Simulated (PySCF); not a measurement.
C2H8SiTe, SMILES CC[Te][SiH3].

Coordinates come from a B3LYP-D3(BJ)/def2-SVP optimisation. This is a generated structure with no PubChem entry under its InChIKey; it may be hypothetical. The def2 effective core potentials stand for the cores of Te; spin–orbit coupling is left out. The values are those of a single conformer.

Computed with r2SCAN/def2-TZVP (PySCF).

Isolated molecule, no solvent.

total energy: -638.61452 hartree
highest occupied level: -5.33 eV
lowest empty level: -1.43 eV
orbital gap: 3.90 eV
dipole moment: 0.304 e·Å
quadrupole, principal values (traceless, Buckingham form, about the centre of nuclear charge): -4.29, -0.64, 4.93 D·Å
mean static polarisability: 94.4 bohr³ (13.98 Å³)
polarisability, principal values: 73.7, 97.9, 111.5 bohr³
